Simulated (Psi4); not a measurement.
HTe (SMILES [TeH]), doublet, at a GFN2-xTB geometry (core potentials on Te); PBE/def2-SVP run with Psi4 1.11.

The Psi4 input:
```
memory 2 GB

molecule mol {
0 2
Te   -0.000000   -0.000000   -0.031107
H     0.000000    0.000000    1.617561
}

set {
  basis def2-svp
  reference uks
}

energy('pbe')
print_variables()
```

What the program printed (banner, timings and long lists left out):

```
   => Loading Basis Set <=

    Name: DEF2-SVP
    Role: ORBITAL
    Keyword: BASIS

    !!!  WARNING: ECP capability is in beta. Please check occupations closely.  !!!

         ---------------------------------------------------------
                                   SCF
               by Justin Turney, Rob Parrish, Andy Simmonett
                          and Daniel G. A. Smith
                              UKS Reference
         ---------------------------------------------------------

  ==> Geometry <==

    Molecular point group: c2v
    Full point group: C_inf_v

    Geometry (in Angstrom), charge = 0, multiplicity = 2:

       Center              X                  Y                   Z               Mass
    ------------   -----------------  -----------------  -----------------  -----------------
         TE           0.000000000000     0.000000000000    -0.012692059473   129.906222748000
         H            0.000000000000     0.000000000000     1.635975940527     1.007825032230

  Running in c2v symmetry.

  Rotational constants: A = ************  B =      6.20156  C =      6.20156 [cm^-1]
  Rotational constants: A = ************  B = 185918.21337  C = 185918.21337 [MHz]
  Nuclear repulsion =    7.703341762004237

  Charge       = 0
  Multiplicity = 2
  Electrons    = 25
  Nalpha       = 13
  Nbeta        = 12

  ==> Algorithm <==

  SCF Algorithm Type is DF.
  DIIS enabled.
  MOM disabled.
  Fractional occupation disabled.
  Guess Type is SAD.
  Energy threshold   = 1.00e-06
  Density threshold  = 1.00e-06
  Integral threshold = 1.00e-12

  ==> Primary Basis <==

  Basis Set: DEF2-SVP
    Blend: DEF2-SVP
    Number of shells: 13
    Number of basis functions: 31
    Number of Cartesian functions: 33
    Spherical Harmonics?: true
    Max angular momentum: 2

  Core potential: DEF2-SVP
    Number of shells: 4
    Number of ECP primitives: 18
    Number of ECP core electrons: 28
    Max angular momentum: 3

  ==> DFT Potential <==

   => LibXC <=

    Version 7.1.2
    S. Lehtola, C. Steigemann, M. J. T. Oliveira, and M. A. L. Marques,  SoftwareX 7, 1–5 (2018) (10.1016/j.softx.2017.11.002)

   => Composite Functional: PBE <=

    PBE GGA Exchange-Correlation Functional

    J.P. Perdew et. al., Phys. Rev. Lett., 77(18), 3865-3868, 1996

    Deriv               =              1
    GGA                 =           TRUE
    Meta                =          FALSE

    Exchange Hybrid     =          FALSE
    MP2 Hybrid          =          FALSE

   => Exchange Functionals <=

    1.0000     XC_GGA_X_PBE

   => Correlation Functionals <=

    1.0000     XC_GGA_C_PBE

   => LibXC Density Thresholds  <==

    XC_GGA_C_PBE:  1.00E-12
    XC_GGA_X_PBE:  1.00E-15

   => Molecular Quadrature <=

    Radial Scheme          =       TREUTLER
    Pruning Scheme         =           NONE
    Nuclear Scheme         =       TREUTLER

    Blocking Scheme        =         OCTREE
    BS radius alpha        =              1
    Pruning alpha          =              1
    Radial Points          =             75
    Spherical Points       =            302
    Total Points           =          42022
    Total Blocks           =            382
    Max Points             =            256
    Max Functions          =             31
    Weights Tolerance      =       1.00E-15

   => Loading Basis Set <=

    Name: (DEF2-SVP AUX)
    Role: JKFIT
    Keyword: DF_BASIS_SCF

  ==> Integral Setup <==

  SCF_SUBTYPE=INCORE selected. In-core MEM_DF algorithm will be used.
  Using in-core AOs.

  ==> MemDFJK: Density-Fitted J/K Matrices <==

    J tasked:                   Yes
    K tasked:                    No
    wK tasked:                   No
    Algorithm:                 Core
    Schwarz Cutoff:           1E-12
    Mask sparsity (%):       0.0000
    Fitting Condition:        1E-10

   => Auxiliary Basis Set <=

  Basis Set: (DEF2-SVP AUX)
    Blend: DEF2-UNIVERSAL-JKFIT
    Number of shells: 52
    Number of basis functions: 236
    Number of Cartesian functions: 329
    Spherical Harmonics?: true
    Max angular momentum: 5

  Minimum eigenvalue in the overlap matrix is 4.1268679851E-02.
  Reciprocal condition number of the overlap matrix is 1.2280471710E-02.
    Using symmetric orthogonalization.

  ==> Pre-Iterations <==

  SCF Guess: Superposition of Atomic Densities via on-the-fly atomic UHF (no occupation information).

   -------------------------
    Irrep   Nso     Nmo
   -------------------------
     A1        15      15
     A2         2       2
     B1         7       7
     B2         7       7
   -------------------------
    Total      31      31
   -------------------------

  ==> Iterations <==

                           Total Energy        Delta E     RMS |[F,P]|

   @DF-UKS iter SAD:  -266.37590795574346   -2.66376e+02   0.00000e+00
    Occupation by irrep:
             A1    A2    B1    B2
    DOCC [     6,    1,    2,    3 ]
    SOCC [     0,    0,    1,    0 ]
    NA   [     6,    1,    3,    3 ]
    NB   [     6,    1,    2,    3 ]

   @DF-UKS iter   1:  -268.47381624451032   -2.09791e+00   2.07870e-02 ADIIS/DIIS
    Occupation by irrep:
             A1    A2    B1    B2
    DOCC [     6,    1,    3,    2 ]
    SOCC [     0,    0,    0,    1 ]
    NA   [     6,    1,    3,    3 ]
    NB   [     6,    1,    3,    2 ]

   @DF-UKS iter   2:  -268.50084976275764   -2.70335e-02   1.98354e-02 ADIIS/DIIS
    Occupation by irrep:
             A1    A2    B1    B2
    DOCC [     6,    1,    2,    3 ]
    SOCC [     0,    0,    1,    0 ]
    NA   [     6,    1,    3,    3 ]
    NB   [     6,    1,    2,    3 ]

   @DF-UKS iter   3:  -268.56829346370478   -6.74437e-02   2.41670e-03 ADIIS/DIIS
    Occupation by irrep:
             A1    A2    B1    B2
    DOCC [     6,    1,    3,    2 ]
    SOCC [     0,    0,    0,    1 ]
    NA   [     6,    1,    3,    3 ]
    NB   [     6,    1,    3,    2 ]

   @DF-UKS iter   4:  -268.56695526548424    1.33820e-03   3.09655e-03 ADIIS/DIIS
   @DF-UKS iter   5:  -268.56953275503810   -2.57749e-03   1.39922e-03 ADIIS/DIIS
   @DF-UKS iter   6:  -268.56984558899660   -3.12834e-04   1.01645e-03 ADIIS/DIIS
   @DF-UKS iter   7:  -268.57007660664772   -2.31018e-04   6.03120e-04 ADIIS/DIIS
   @DF-UKS iter   8:  -268.57019952834276   -1.22922e-04   9.55623e-05 DIIS
   @DF-UKS iter   9:  -268.57020268961281   -3.16127e-06   5.22372e-06 DIIS
   @DF-UKS iter  10:  -268.57020270145603   -1.18432e-08   9.03659e-07 DIIS
  Energy and wave function converged.

  ==> Post-Iterations <==

   Electrons on quadrature grid:
      Nalpha   =   13.0000000149 ; deviation = 1.488e-08
      Nbeta    =   12.0000000184 ; deviation = 1.838e-08
      Ntotal   =   25.0000000333 ; deviation = 3.326e-08

   @Spin Contamination Metric:   1.746059513E-03
   @S^2 Expected:                7.500000000E-01
   @S^2 Observed:                7.517460595E-01
   @S   Expected:                5.000000000E-01
   @S   Observed:                5.000000000E-01

    Orbital Energies [Eh]
    ---------------------

    Alpha Occupied:

       1A1    -6.049500     1B2    -4.230711     2A1    -4.225489
       1B1    -4.210711     3A1    -1.516195     2B2    -1.514991
       1A2    -1.502534     2B1    -1.498097     4A1    -1.495697
       5A1    -0.585242     6A1    -0.329886     3B2    -0.240780
       3B1    -0.202626

    Alpha Virtual:

       7A1    -0.035550     8A1     0.175385     9A1     0.258273
       4B2     0.269215     5B2     0.287023     4B1     0.297014
       2A2     0.299082    10A1     0.300863     5B1     0.312185
      11A1     0.415625    12A1     0.608963     6B2     1.405061
       6B1     1.412457    13A1     1.763101     7B2    18.421370
       7B1    18.438473    14A1    18.836974    15A1    52.283781

    Beta Occupied:

       1A1    -6.047086     1B2    -4.225654     2A1    -4.224346
       1B1    -4.209643     3A1    -1.510407     2B2    -1.509365
       1A2    -1.497212     2B1    -1.497035     4A1    -1.493236
       5A1    -0.563298     6A1    -0.321740     3B1    -0.191022

    Beta Virtual:

       3B2    -0.189662     7A1    -0.027024     8A1     0.193552
       9A1     0.264372     4B1     0.304653     4B2     0.306596
       5B2     0.316874     5B1     0.318942     2A2     0.334442
      10A1     0.339154    11A1     0.421518    12A1     0.619930
       6B2     1.407609     6B1     1.409411    13A1     1.763554
       7B2    18.433947     7B1    18.440964    14A1    18.840408
      15A1    52.286488

    Final Occupation by Irrep:
             A1    A2    B1    B2
    DOCC [     6,    1,    3,    2 ]
    SOCC [     0,    0,    0,    1 ]
    NA   [     6,    1,    3,    3 ]
    NB   [     6,    1,    3,    2 ]

  @DF-UKS Final Energy:  -268.57020270145603

   => Energetics <=

    Nuclear Repulsion Energy =              7.7033417620042366
    One-Electron Energy =                -482.9523574001525503
    Two-Electron Energy =                 227.7749592892927808
    DFT Exchange-Correlation Energy =     -21.0961463526004991
    Empirical Dispersion Energy =           0.0000000000000000
    VV10 Nonlocal Energy =                  0.0000000000000000
    Total Energy =                       -268.5702027014560258

  UHF NO Occupations:
  HONO-2 :    5 A1 1.9997556
  HONO-1 :    6 A1 1.9994015
  HONO-0 :    3 B2 1.0000000
  LUNO+0 :    7 A1 0.0005985
  LUNO+1 :    8 A1 0.0002444
  LUNO+2 :    4 B1 0.0000137
  LUNO+3 :    4 B2 0.0000082

Computation Completed

Properties will be evaluated at   0.000000,   0.000000,   0.000000 [a0]

Properties computed using the SCF density matrix

 Multipole Moments:

 ------------------------------------------------------------------------------------
     Multipole            Electronic (a.u.)      Nuclear  (a.u.)        Total (a.u.)
 ------------------------------------------------------------------------------------

 L = 1.  Multiply by 2.5417464519 to convert [e a0] to [Debye]
 Dipole X            :          0.0000000            0.0000000            0.0000000
 Dipole Y            :          0.0000000            0.0000000            0.0000000
 Dipole Z            :         -2.4199869            2.5159181            0.0959312
 Magnitude           :                                                    0.0959312

 ------------------------------------------------------------------------------------

  Variable Map:
  ----------------------------------------------------------------------------
  "CURRENT ENERGY"              =>    -268.570202701456
  "CURRENT REFERENCE ENERGY"    =>    -268.570202701456
  "DD SOLVATION ENERGY"         =>       0.000000000000
  "DFT FUNCTIONAL TOTAL ENERGY" =>    -268.570202701456
  "DFT TOTAL ENERGY"            =>    -268.570202701456
  "DFT VV10 ENERGY"             =>       0.000000000000
  "DFT XC ENERGY"               =>     -21.096146352600
  "GRID ELECTRONS ALPHA"        =>      13.000000014882
  "GRID ELECTRONS BETA"         =>      12.000000018380
  "GRID ELECTRONS TOTAL"        =>      25.000000033262
  "NUCLEAR REPULSION ENERGY"    =>       7.703341762004
  "ONE-ELECTRON ENERGY"         =>    -482.952357400153
  "PCM POLARIZATION ENERGY"     =>       0.000000000000
  "PE ENERGY"                   =>       0.000000000000
  "SCF ITERATION ENERGY"        =>    -268.570202701456
  "SCF ITERATIONS"              =>      10.000000000000
  "SCF TOTAL ENERGY"            =>    -268.570202701456
  "TWO-ELECTRON ENERGY"         =>     227.774959289293
  "XC GRID RADIAL POINTS"       =>      75.000000000000
  "XC GRID SPHERICAL POINTS"    =>     302.000000000000
  "XC GRID TOTAL POINTS"        =>   42022.000000000000

  Array Variable Map:
  ----------------------------------------------------------------------------
  "CURRENT DIPOLE"              =>       0.000000000000 ... 0.095931209865 1 by 3
  "SCF DIPOLE"                  =>       0.000000000000 ... 0.095931209865 1 by 3
  "SCF TOTAL ENERGIES"          =>    -266.375907955743 ... -268.570202701456 1 by 11
```
